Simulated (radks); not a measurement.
Question: The mean radii <r> (bohr) of the occupied orbitals of an atom or ion are listed with their occupations. Method: Dirac Kohn-Sham, PBE, spin-unpolarised, spherical densities, finite nucleus; Fermi nuclear charge, rms radius of each element as measured or else 0.836 A^(1/3) + 0.57 fm; computed with a radial shooting solver on a logarithmic mesh with Libxc functionals.

orbital  occ.      <r>
1s1/2       2  0.01835
2s1/2       2  0.07695
2p1/2       2  0.06365
2p3/2       4  0.07161
3s1/2       2   0.2006
3p1/2       2   0.1906
3p3/2       4   0.2053
3d3/2       4   0.1797
3d5/2       6   0.1842
4s1/2       2   0.4495
4p1/2       2   0.4546
4p3/2       4   0.4878
4d3/2       4   0.5047
4d5/2       6   0.5161
5s1/2       2    1.069
5p1/2       2    1.178
5p3/2       4    1.281
4f5/2       6   0.6031
4f7/2       8   0.6128
5d3/2       4    1.855

Name the element and its charge.

Answer: Z = 74, tungsten, charge +2: W2+ in [Xe] 4f14 5d(3/2: 4, 5/2: 0). The 1s radius gives Z: for a bare nucleus <r> = (2 gamma + 1)/(2Z) with gamma = sqrt(1 - (Z/c)^2), 0.01813 bohr for Z = 74, and screening makes it slightly larger (0.01835 here). The occupations add up to 72, and the charge is Z minus that.
